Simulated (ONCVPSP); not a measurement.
**Reading a pseudo-wave (Sb (Z = 51))**

Columns: radius, all-electron u(r) and pseudo u(r) of the 4s shell (level -149.41 eV) of antimony in the configuration [Ar] 3d10 4s2 4p6 4d10 5s1.5 5p3.5; Wu-Cohen, scalar-relativistic, ONCV scheme, ONCVPSP 4.0.1.

```json
{"r (bohr)": "0.078", "all-electron": "0.4870", "pseudo": "0.0303"}
{"r (bohr)": "0.155", "all-electron": "-0.1572", "pseudo": "0.0947"}
{"r (bohr)": "0.232", "all-electron": "-0.7271", "pseudo": "0.2160"}
{"r (bohr)": "0.310", "all-electron": "-0.5702", "pseudo": "0.3994"}
{"r (bohr)": "0.388", "all-electron": "-0.0287", "pseudo": "0.6259"}
{"r (bohr)": "0.465", "all-electron": "0.5358", "pseudo": "0.8593"}
{"r (bohr)": "0.542", "all-electron": "0.9645", "pseudo": "1.0661"}
{"r (bohr)": "0.620", "all-electron": "1.2207", "pseudo": "1.2169"}
{"r (bohr)": "0.698", "all-electron": "1.3188", "pseudo": "1.2892"}
{"r (bohr)": "0.775", "all-electron": "1.3035", "pseudo": "1.2819"}
{"r (bohr)": "0.852", "all-electron": "1.2178", "pseudo": "1.2090"}
{"r (bohr)": "0.930", "all-electron": "1.0922", "pseudo": "1.0903"}
{"r (bohr)": "1.008", "all-electron": "0.9518", "pseudo": "0.9515"}
{"r (bohr)": "1.085", "all-electron": "0.8137", "pseudo": "0.8135"}
{"r (bohr)": "1.162", "all-electron": "0.6847", "pseudo": "0.6845"}
{"r (bohr)": "1.240", "all-electron": "0.5676", "pseudo": "0.5675"}
{"r (bohr)": "1.318", "all-electron": "0.4658", "pseudo": "0.4657"}
{"r (bohr)": "1.395", "all-electron": "0.3802", "pseudo": "0.3800"}
{"r (bohr)": "1.472", "all-electron": "0.3083", "pseudo": "0.3082"}
{"r (bohr)": "1.550", "all-electron": "0.2479", "pseudo": "0.2478"}
{"r (bohr)": "1.628", "all-electron": "0.1985", "pseudo": "0.1984"}
{"r (bohr)": "1.705", "all-electron": "0.1587", "pseudo": "0.1586"}
{"r (bohr)": "1.782", "all-electron": "0.1265", "pseudo": "0.1265"}
{"r (bohr)": "1.860", "all-electron": "0.1003", "pseudo": "0.1003"}
{"r (bohr)": "1.938", "all-electron": "0.0793", "pseudo": "0.0793"}
{"r (bohr)": "2.015", "all-electron": "0.0628", "pseudo": "0.0628"}
```

Problem. How many radial nodes do the two functions have?

Solution. The all-electron 4s function has n − l − 1 = 3 (the table is too coarse to show those close to the nucleus); the pseudo-wave has 0, since the states of the same l below it are removed with the core.

Problem. At about which radius was the pseudo-wave matched?

Solution. 1.05 bohr, where the columns begin to agree (steps of 0.08 bohr).

Problem. Where does each function peak?

Solution. Outermost all-electron maximum near 0.70 bohr, pseudo maximum near 0.70 bohr (to the table’s step).

Problem. Is the pseudo-wave norm-conserving?

Solution. Yes: the ONCV scheme keeps the norm inside the radius equal to the all-electron one, which fixes the energy derivative of the logarithmic derivative at the level.
